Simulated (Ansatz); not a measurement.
Reaction (ligand exchange at the Si–C bond): `O=C[SiH]([SiH3])Cl` + dimethylamine → `CN(C)[SiH]([SiH3])Cl` + `C=O`

Gas-phase electronic energies from Ansatz, PBE0-D4/def2-TZVP geometries. CBS: MP2 limit from def2 TZ/QZ plus the TZ coupled-cluster correction, frozen cores. This one scheme is used for every species. Functionals use def2-TZVPP. B3LYP here is the variant with VWN-RPA as its local correlation; programs differ in this. Each species was taken in one conformer, which may not be the lowest.

`O=C[SiH]([SiH3])Cl`:

Z-matrix (Å, degrees):
```
Si
C 1 1.927
Cl 1 2.064 2 108.1
Si 1 2.340 2 109.9 3 120.2
H 1 1.485 2 107.2 3 -116.7
O 2 1.204 1 119.7 3 179.7
H 2 1.115 1 119.8 3 -0.8
H 4 1.485 1 108.7 2 -58.3
H 4 1.486 1 109.2 2 -177.8
H 4 1.485 1 109.4 2 61.8
```

`CNC`:

Cartesian coordinates in Å:
```
C -0.445 -0.798 0.791
N -0.551 0.444 0.060
C 0.646 0.758 -0.684
H -1.391 -1.019 1.289
H 0.320 -0.699 1.567
H -0.171 -1.665 0.166
H -1.344 0.407 -0.566
H 1.471 0.940 0.013
H 0.497 1.672 -1.262
H 0.969 -0.040 -1.374
```

`CN(C)[SiH]([SiH3])Cl`:

Z-matrix (Å, degrees):
```
C
N 1 1.444
H 1 1.096 2 110.4
H 1 1.092 2 110.8 3 119.4
H 1 1.099 2 112.1 3 -120.3
C 2 1.446 1 113.3 3 59.5
Si 2 1.703 1 122.2 3 -140.8
H 6 1.091 2 110.5 1 -178.3
H 6 1.099 2 112.1 1 61.2
H 6 1.096 2 110.3 1 -59.0
Si 7 2.338 2 111.7 1 40.7
Cl 7 2.090 2 113.9 1 -78.5
H 7 1.483 2 107.0 1 166.2
H 11 1.488 7 111.0 2 54.2
H 11 1.488 7 110.3 2 -66.4
H 11 1.487 7 108.8 2 174.3
```

`C=O`:

```xyz
4

C     0.002    0.000    0.005
O    -0.414    0.108   -1.111
H    -0.448   -0.705    0.733
H     0.860    0.597    0.373
```

```csv
level,ΔE (kJ/mol)
B3LYP-D4,-79.8
PBE,-61.8
```

Q: What does CCSD(T)/CBS give? (Best estimate.)

A: Computed: -81.6 kJ/mol. The listed levels differ from it by 1.8, 19.8 kJ/mol.

Largest T1 diagnostic among the species: 0.015.

From PBE to PBE0 (25 % exact exchange), in def2-TZVPP and without D4, ΔE moves by −6.7 kJ/mol. In def2-TZVPP, CCSD(T) changes the Hartree–Fock value by −6.1 kJ/mol (the triples alone add −0.6 kJ/mol) and MP2 by −12.9 kJ/mol.
